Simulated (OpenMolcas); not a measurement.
Ag VI: CASPT2 settings compared

| Property | Result |
| --- | --- |
| Program | OpenMolcas |
| Basis | ANO-R2 [7s5p4d2f1g] |
| Scalar Hamiltonian | X2C, finite nucleus |
| Active space | 6 electrons in 5 orbitals (4d) |
| State averaging | 2S+1 = 5 even, 5 roots; 2S+1 = 3 even, 30 roots |
| Spin-orbit coupling | RASSI with atomic mean-field integrals over the reference wave functions, term energies averaged over their components |

Methods on the same reference wave functions:
A. CASSCF
B. SS-CASPT2, IPEA 0.15 Eh, real shift 0.25 Eh (closed shells correlated: 4s 4p)
C. SS-CASPT2, IPEA 0.4 Eh, sigma2 regulariser 0.15 Eh (closed shells correlated: 4s 4p)
D. XMS-CASPT2, IPEA 0.1 Eh, imaginary shift 0.3 Eh (closed shells correlated: 3d 4s 4p)

Energies in cm⁻¹ above 4d⁶ ⁵D₄, the measured ground level; measured values from the list in Gamrath, thesis, University of Mons (2023).

```csv
Level,A,B,C,D,Measured
4d⁶ ⁵D₄,0.0,0.0,0.0,0.0,0.0
4d⁶ ⁵D₃,2624,2680,2660,2670,2692
4d⁶ ⁵D₂,4059,4040,4050,4050,3953
4d⁶ ⁵D₁,4932,4900,4900,4900,4941
4d⁶ ⁵D₀,5345,5300,5310,5310,5380
4d⁶ ³H₆,24867,22900,23380,23360,21512
4d⁶ ³H₅ [72 %],24889,22580,23080,23070,21812
4d⁶ ³P₂,26069,22130,22820,22740,21042
```

Deviations, from unrounded energies. A percentage is the sum of absolute deviations over the sum of measured energies, with the sign that they share, or ± where signs differ.

```
                        Against measurement  Levels      A     B     C     D
             mean absolute deviation (cm-1)       7   1700   500   740   720
      fine structure of the ground term (%)       4   ±1.3  ±1.3  ±1.4  ±1.4
other terms of the ground configuration (%)       3  +17.8  +5.0  +7.6  +7.5
```

B lies closest to measurement on these levels and A furthest from it. The largest miss of B in the table is 4d⁶ ³H₆, by +1400 cm-1. The ranking rests on the paired levels alone, and a cruder setting can come out closer through cancelling errors.

Among B to D the level of the table that moves most is 4d⁶ ³P₂, by 690 cm-1 (lowest in B, highest in C). Moves below CASPT2's spread within the term are not significant.

The mean deviations of B to D differ by less than CASPT2's widest spread within a term (550 cm-1), so their order carries little weight.

From A to B the spin-free energies of the other terms of 4d⁶ shown, above ⁵D, scale by factors of 0.84 to 0.91, as is usual when dynamic correlation screens the repulsion within a d or f shell.

The lowest spin-free term lies below A's lowest term by 0.413 hartree in B, 0.405 hartree in C, 0.479 hartree in D.

Term energies are means over components that CASPT2 splits; among the terms shown or strongly mixed into the levels shown the widest spread is 550 cm-1 (4d⁶ ³H, D). Without dynamic correlation excited terms often stand tens of per cent too high (terms of higher spin than the ground term too low), and those without a measured partner can miss by more than the paired ones (holds for A). Measured partners are found by configuration, term and J. A level has none where our copy of the source lacks it or the pairing is in doubt (some pairs that miss far off the trend of their configuration count as doubtful), and it then counts in no deviation. Only configurations of the active space appear. The table leaves out levels that lie high or whose names do not pair safely across all columns.

A share in square brackets marks a mixed level and gives the weight of the term that names it, the lowest over the columns.
